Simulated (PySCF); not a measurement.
SMILES F[SiH2][SiH2][Si](F)(F)F (GFN2-xTB optimised geometry):

```
11

F      2.543    -0.598     1.517
Si     2.075    -0.884     0.000
Si    -0.246    -0.884     0.000
Si    -1.163     1.207     0.000
F     -0.965     2.071     1.322
F     -0.552     2.169    -1.115
F     -2.726     1.362    -0.259
H      2.701    -2.169    -0.295
H      2.726     0.182    -0.755
H     -0.738    -1.587    -1.200
H     -0.827    -1.625     1.134
```

Computed with B3LYP/def2-TZVP (PySCF).

Problem. What are the frontier orbital energies and the dipole moment?

Solution. HOMO-2 -10.18 eV, HOMO-1 -9.71 eV, HOMO -9.05 eV, LUMO -1.83 eV, LUMO+1 -1.33 eV; dipole moment 3.47 D.

Meta-Löwdin charges at B3LYP/def2-TZVP: F1 -0.52, Si2 0.77, Si3 0.06, Si4 1.46, F5 -0.49, F6 -0.50, F7 -0.49, H8 -0.10, H9 -0.10, H10 -0.06, H11 -0.05.
